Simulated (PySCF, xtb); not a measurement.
C4H6BNO, SMILES C=C1OC(=C)B1N. The values are those of a single conformer.

Harmonic wavenumbers (cm⁻¹) from GFN2-xTB in xtb 6.7.1 at its own minimum, in rising order: 103, 173, 197, 257, 332, 449, 575, 591, 608, 638, 686, 698, 735, 758, 858, 862, 907, 945, 995, 1153, 1179, 1381, 1382, 1464, 1552, 1679, 1755, 3101, 3102, 3139, 3140, 3481, 3517.

Q: What does r2SCAN-D4/def2-SVP (PySCF) give at its own minimum? (Estimate from the structure and the level; the computed values follow.)

A: 111, 209, 223, 266, 355, 470, 524, 597, 623, 674, 707, 723, 738, 754, 834, 837, 876, 936, 1038, 1157, 1217, 1375, 1376, 1476, 1615, 1688, 1778, 3153, 3153, 3263, 3263, 3598, 3703. Paired by order, the mean absolute difference is 37 cm⁻¹ and the zero-point energies are 60.6 and 61.9 kcal/mol.
